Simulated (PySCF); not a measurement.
# Radial density of Si⁺ (silicon, charge +1)

UHF, [Ne] 3s1 3p1 3d1, one real determinant (an excited configuration). All numbers are calculated (PySCF 2.14, the non-relativistic Hamiltonian (point nucleus), in dyall-av2z).

```csv
r (bohr),4πr²ρ (e/bohr),4πr²(ρα − ρβ)
0.00236,0.1158,0.0004
0.00397,0.3125,0.0010
0.00668,0.8207,0.0025
0.0112,2.043,0.0063
0.0189,4.671,0.0142
0.0318,9.231,0.0274
0.0535,14.38,0.0396
0.0900,15.37,0.0356
0.151,10.79,0.0422
0.255,10.88,0.1621
0.428,14.28,0.1989
0.720,7.262,-0.0156
1.21,1.466,0.6273
2.04,1.250,1.2413
3.43,0.5057,0.5057
5.76,0.1082,0.1082
9.70,0.0001987,0.0002
```

⟨L²⟩ = 8.02 against 12 for a pure F term, so this real determinant mixes terms. The outer electron is Rydberg-like, and this basis confines it to a smaller radius and binds it less than a complete one would.

Where is the radial spin density 4πr²(ρα − ρβ) most negative, and why is it negative at all?

Around r = 0.720 bohr, down to -0.0156 e/bohr: exchange with the open shell polarises the paired shells in an unrestricted calculation.
